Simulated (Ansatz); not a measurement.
**A geometry optimisation of AlH4NSn with BLYP-D3(BJ)/def2-SVP**

The starting geometry of this gas-phase singlet was optimised with GFN2-xTB.

```xyz
7

Al    0.1459   -0.5816   -0.2409
N    -1.2099   -0.0301   -1.2517
Sn    2.0770   -1.3503    1.2214
H    -1.1801    0.6767   -1.9823
H    -2.1789   -0.3339   -1.1916
H     0.7138   -1.0112    2.3719
H     2.2528    0.4539    1.1147
```

Where would you expect an optimisation with BLYP-D3(BJ)/def2-SVP to take it?

A new bond forms, giving a structure with H7 bridging Al1 and Sn3, given below by its coordinates. Contacts that close: Al1–H7 (2.71 → 1.86 Å).

The energy falls by 0.34 eV over 19 steps:

```
step  E − E(last) (eV)
   1             0.343
   3             0.267
   5             0.229
   7             0.132
   9             0.055
  11             0.033
  13             0.006
  15             0.001
  17             0.000
  19             0.000
```

Final geometry (Å):

```tsv
atom	x (Å)	y (Å)	z (Å)
Al	0.2726	-0.8811	-0.1068
N	-1.0350	-0.0260	-0.9883
Sn	2.1735	-1.2932	1.5344
H	-1.1229	0.9900	-1.0870
H	-1.8302	-0.4894	-1.4361
H	0.3955	-0.6536	1.8788
H	1.7670	0.1768	0.2467
```

No frequencies were run, so the end isn't proven a minimum. Atoms past krypton carry core potentials, without spin–orbit terms. Run with Ansatz 0.2.0, 75 s on 1 thread of Intel(R) Xeon(R) Processor @ 2.50GHz (Skylake/Cascade Lake), with other jobs on the host.
